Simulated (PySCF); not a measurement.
These compounds are isomers of formula C5H6O2.

A. SMILES O=C(C(C=C)=C)O
B. SMILES OCc1ccoc1
C. 3-methyl-2(5H)-furanone (O1CC=C(C)C1=O)

Spectrum 1. 1H NMR (400 MHz, computed): δ 7.08 (t, 1H), 4.87 (m, 2H), 2.11 (s, 3H). 13C{1H} NMR (computed): δ 177.4 (C), 150.8 (CH), 141.1 (C), 72.6 (CH2), 14.5 (CH3).

Spectrum 2. 1H NMR (400 MHz, computed): δ 7.39 (m, 1H), 6.93 (br s, 1H), 6.55 (m, 1H), 6.15 (br s, 1H), 6.04 (br s, 1H), 5.83 (m, 1H). 13C{1H} NMR (computed): δ 169.9 (C), 140.8 (CH2), 140.3 (CH), 140.2 (C), 131.3 (CH2).

Spectrum 3. 1H NMR (400 MHz, computed): δ 7.69 (m, 1H), 7.52 (m, 1H), 6.61 (m, 1H), 4.84 (s, 2H), 0.22 (br s, 1H). 13C{1H} NMR (computed): δ 147.9 (CH), 147.1 (CH), 133.7 (C), 117.3 (CH), 61.1 (CH2).

Theoretical values (PySCF 2.14): GFN2-xTB geometry, GIAO PBE0/pcSseg-1 shieldings. Relativity neglected, isolated molecule, one conformer, equivalent nuclei averaged.

Scale: 1H, 13C against TMS (reference shieldings calculated alike). Where no couplings were computed, multiplicities follow the n + 1 count of equivalent neighbours, and m marks all less simple cases (inequivalent or close neighbours, rings, F or P nearby). Acid and N–H amide carbonyl carbons lie up to 10 ppm further downfield in solution (hydrogen bonding). Shifts are as computed. Against solution values, carbons near 30 ppm lie about +3 ppm off and those near 130 ppm about +5 ppm. Of 1211 compounds with measured shifts, 218 miss one by over three times the rms of a fit or turn the order of signals round; such compounds aren't used in these exercises. OH and NH positions are gas-phase values without hydrogen bonding to other molecules.

Q: Match each spectrum to its structure.

A: 1–C, 2–A, 3–B.

- Spectrum 1 (C): 5 13C signals; δC 177.4 is an ester carbonyl carbon; δC 150.8 is a β carbon of a C=C–C=O unit.
- Spectrum 2 (A): 5 13C signals; δC 169.9 is a carboxylic acid carbon; δC 140.8 is a β carbon of a C=C–C=O unit.
- Spectrum 3 (B): 5 13C signals; δC 61.1 is an sp3 CH2 bonded to O, on an aromatic ring; δH 7.69 is the hydrogen on an aromatic CH next to the ring oxygen.
